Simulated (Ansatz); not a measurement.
[CrF6]3- (CrF₆³⁻), relaxed as a doublet with UKS PBE-D4/def2-SVPD in Ansatz, starting from the PBE-D4/def2-SVPD geometry of the charge -3 quartet. Force threshold 0.02 eV/Å.

A multiply charged anion in the gas phase is held together partly by the finite basis. The charge -3 doublet is spin-contaminated (final ⟨S²⟩ up to 1.75, 0.75 for a pure state). The highest occupied level of the charge -3 doublet lies above zero (up to 10.06 eV). The electron is either unbound and held by the finite basis, or the level is raised by self-interaction error. At PBE-D4/def2-SVPD a quartet of charge -3 lies 1.01 eV below the doublet, each at its own geometry.

Start:

```xyz
7

Cr    0.000    0.000    0.000
F    -0.386   -0.845   -1.771
F     0.385    0.845    1.771
F     1.850    0.446   -0.615
F    -1.849   -0.446    0.615
F     0.654   -1.757    0.696
F    -0.655    1.757   -0.696
```

```csv
step,energy (eV),largest force component (eV/Å),SCF passes
1,-44685.8125,0.030,91
2,-44685.8126,0.016,21
3,-44685.8126,0.003,21
4,-44685.8126,0.001,16
5,-44685.8126,0.000,15
```

Force components are those of the run's own axes.

End:

```xyz
7

Cr    0.000    0.000    0.000
F    -0.385   -0.844   -1.768
F     0.385    0.844    1.768
F     1.850    0.445   -0.615
F    -1.850   -0.445    0.615
F     0.653   -1.754    0.695
F    -0.653    1.754   -0.695
```

By distances, no bond broke or formed. The bond that changes most is Cr1–F6, from 2.00 to 2.00 Å (atoms count from 1).

The force fell under the threshold at step 2, but the optimiser went on. No frequencies were taken in this run, so the end may be a saddle point.

It took 24 s on 4 threads of Intel Xeon on a shared host.
